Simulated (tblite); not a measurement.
Run record: tight-binding relaxation, `CC/C=C(/CF)OC`.

Computed with GFN2-xTB geometry optimisation, gas phase (tblite 0.8.0). Start geometry: from a force field or distance geometry. A driver script takes a list of jobs; this job's settings line and coordinates (Å) are shown.

Command:
```bash
OMP_NUM_THREADS=1 python probes_run.py task.json out
```

Input:
```
{"job": {"kind": "relax", "xc": "GFN2-xTB", "basis": "xTB"}, "charge": 0, "multiplicity": 1}
C      2.708500    -0.323400    -0.261400
C      1.638300    -0.474000     0.824100
C      0.672000     0.621700     0.560100
C     -0.599000     0.348700     0.287300
C     -1.541700     1.484600     0.032200
F     -2.575600     1.502600     0.939500
O     -1.129500    -0.917900     0.246100
C     -2.143900    -1.241900    -0.679200
H      2.243300     0.195700    -1.149400
H      3.512600     0.288500     0.157100
H      3.006900    -1.331900    -0.567000
H      1.171900    -1.482700     0.835000
H      2.070900    -0.209300     1.831100
H      1.053200     1.650000     0.581300
H     -1.889900     1.452100    -1.026300
H     -0.933800     2.410000     0.141900
H     -2.460100    -2.289500    -0.582700
H     -3.027500    -0.604000    -0.456900
H     -1.786500    -1.070000    -1.720100
```

Output:
```
step      E/eV     max force
  0    -740.27598    1.216
  1    -740.42646    0.754
  2    -740.52996    0.552
  3    -740.57875    0.497
  4    -740.60819    0.530
  5    -740.62784    0.392
  6    -740.65105    0.344
  7    -740.66706    0.245
  8    -740.67306    0.186
  9    -740.67859    0.195
... (101 lines left out)
111    -740.82222    0.039
112    -740.82246    0.031
113    -740.82252    0.066
114    -740.82271    0.027
115    -740.82280    0.019
116    -740.82290    0.016
117    -740.82294    0.012
118    -740.82297    0.016
119    -740.82299    0.015
120    -740.82302    0.010
```

«max force» is the largest atomic force in eV/Å.

From which step on does the largest force stay under 0.1 eV/Å, and how much energy is left to gain from there?

From step 44 (0.087 eV/Å), 24.6 meV above the end.

Main results: energy lowered by 12.6 kcal/mol over 120 steps; largest atomic force 0.010 eV/Å at the end.

Give the final coordinates.

0.452 Å rms from the input after alignment:
```
atom  x, y, z in Å
C1     2.8647   -0.3211   -0.1416
C2     1.6579   -0.5287    0.7743
C3     0.6420    0.5515    0.5826
C4    -0.5645    0.3693    0.0443
C5    -1.5153    1.5230   -0.1390
F6    -2.5396    1.4979    0.7906
O7    -0.9327   -0.8801   -0.3827
C8    -2.3003   -1.1520   -0.5947
H9     2.5546   -0.3493   -1.1834
H10    3.3329    0.6416    0.0530
H11    3.6023   -1.1030    0.0217
H12    1.1980   -1.4935    0.5639
H13    1.9952   -0.5207    1.8143
H14    0.9382    1.5480    0.8716
H15   -1.9951    1.5079   -1.1236
H16   -0.9912    2.4704    0.0073
H17   -2.3665   -2.2328   -0.7132
H18   -2.9156   -0.8447    0.2541
H19   -2.6748   -0.6746   -1.5069
```

On an Arm Neoverse V2 with one thread, no GPU, shared host with 96 logical CPUs at a one-minute load of 39, this took 0.62 s of wall time.
Labels such as C1 count atoms from 1, the log's own numbers from 0.
